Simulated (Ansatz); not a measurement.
Consider the ligand exchange at the Si–C bond: `NC[SiH2]Cl` + H–F → `F[SiH2]Cl` + CH₃NH₂.

Computed with Ansatz on PBE0-D4/def2-TZVP structures; ΔE is electronic, products minus reactants. CCSD(T)/CBS adds triple-zeta CCSD(T) − MP2 to the extrapolated MP2 energy (def2 sets, frozen cores). This one scheme is used for every species. DFT in def2-TZVPP. One conformer a species, not always the lowest.

`NC[SiH2]Cl`:

Cartesian coordinates in Å:
```
N -1.147 -0.944 0.279
C -0.119 -0.421 -0.608
Si 1.044 0.704 0.330
Cl -0.070 2.229 1.169
H -1.783 -1.555 -0.216
H -1.696 -0.191 0.674
H -0.489 0.108 -1.501
H 0.498 -1.252 -0.975
H 2.032 1.324 -0.588
H 1.729 -0.002 1.437
```

H–F:

```xyz
2

F    -0.107   -0.446   -0.034
H     0.107    0.446    0.034
```

`F[SiH2]Cl`:

Cartesian coordinates in Å:
```
F -1.496 -0.470 -0.279
Si -0.047 0.109 0.023
Cl 1.319 -1.381 -0.219
H -0.013 0.563 1.426
H 0.237 1.179 -0.952
```

CH₃NH₂:

Cartesian coordinates in Å:
```
C -0.348 0.031 -0.448
N 0.722 -0.233 0.498
H -1.166 0.661 -0.070
H -0.782 -0.915 -0.778
H 0.065 0.518 -1.335
H 0.363 -0.695 1.324
H 1.146 0.632 0.809
```

```json
{"species": "`NC[SiH2]Cl`", "PBE-D4 energy (Eh)": "-845.80758"}
{"species": "H–F", "PBE-D4 energy (Eh)": "-100.39347"}
{"species": "`F[SiH2]Cl`", "PBE-D4 energy (Eh)": "-850.48205"}
{"species": "CH₃NH₂", "PBE-D4 energy (Eh)": "-95.76915"}
```

(1) Work out ΔE.

(2) What do rigid-rotor, harmonic-oscillator terms from PBE0-D4/def2-TZVP frequencies (298.15 K, 1 bar) make of the CCSD(T)/CBS value? (Best estimate.)

Largest T1 diagnostic among the species: 0.010.

## Answers

(1) ΔE = (-850.48205) + (-95.76915) − (-845.80758) − (-100.39347) = -0.05015 Eh = -31.5 kcal/mol. CCSD(T)/CBS gives -33.7 kcal/mol.

(2) Computed: ΔZPE = +1.8 kcal/mol, ΔH = -32.7 kcal/mol, ΔS = 22 J/(mol·K), ΔG = -34.2 kcal/mol.

From BLYP to BHLYP (50 % exact exchange), in def2-TZVPP and without D4, ΔE moves by −0.9 kcal/mol. Leaving LDA and LC-ωPBE aside and taking each functional with its dispersion term where it has one, the values, not all of them listed here, spread over 6.1 kcal/mol, from B97M-V to revPBE-D4. LDA lies +2.2 kcal/mol from PBE without D4.
